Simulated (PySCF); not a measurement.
**Highest orbital energy against ionisation energy along group 14**

Calculated with PySCF 2.14, no spin-orbit coupling. Each cell gives −ε(HOMO) / ΔSCF in eV; NIST values include spin-orbit coupling, (s) semi-empirical, (t) theoretical.

```json
{"species": "C²⁺ (aug-cc-pVTZ with one added diffuse shell each of s, p, d, f type, non-relativistic)", "UHF": "46.096 / 45.787", "LDA": "40.147 / 46.947", "PBE": "40.350 / 47.104", "PBE0": "42.030 / 47.042", "r2SCAN": "40.664 / 46.622", "NIST (lowest levels)": "47.888"}
{"species": "Si²⁺ (aug-cc-pV(T+d)Z with one added diffuse shell each of s, p, d, f type, non-relativistic)", "UHF": "32.163 / 31.959", "LDA": "28.596 / 33.520", "PBE": "28.470 / 33.381", "PBE0": "29.626 / 33.244", "r2SCAN": "28.646 / 32.866", "NIST (lowest levels)": "33.493"}
{"species": "Ge²⁺ (aug-cc-pVTZ-PP with one added diffuse shell each of s, d, f type with ECP10MDF, ECP)", "UHF": "32.444 / 32.193", "LDA": "29.576 / 34.765", "PBE": "29.142 / 34.301", "PBE0": "30.196 / 33.959", "r2SCAN": "29.517 / 34.026", "NIST (lowest levels)": "34.058"}
{"species": "Sn²⁺ (aug-cc-pVTZ-PP with one added diffuse shell each of d, f type with ECP28MDF, ECP)", "UHF": "28.789 / 28.537", "LDA": "26.621 / 31.280", "PBE": "26.171 / 30.791", "PBE0": "27.060 / 30.421", "r2SCAN": "26.379 / 30.455", "NIST (lowest levels)": "30.506"}
{"species": "Pb²⁺ (aug-cc-pVTZ-PP with one added diffuse shell each of d, f type with ECP60MDF, ECP)", "UHF": "30.103 / 29.771", "LDA": "27.839 / 32.614", "PBE": "27.387 / 32.102", "PBE0": "28.330 / 31.754", "r2SCAN": "27.578 / 31.847", "NIST (lowest levels)": "31.937"}
```

How far is −ε(HOMO) from ΔSCF on average for each method, and why?

UHF 0.27 eV; LDA -5.27 eV; PBE -5.23 eV; PBE0 -3.84 eV; r2SCAN -4.61 eV. Hartree-Fock orbital energies lack relaxation and so exceed the ΔSCF value; semilocal functionals have convex E(N) from self-interaction, so their HOMO lies far too high; exact exchange moves hybrids part of the way back.
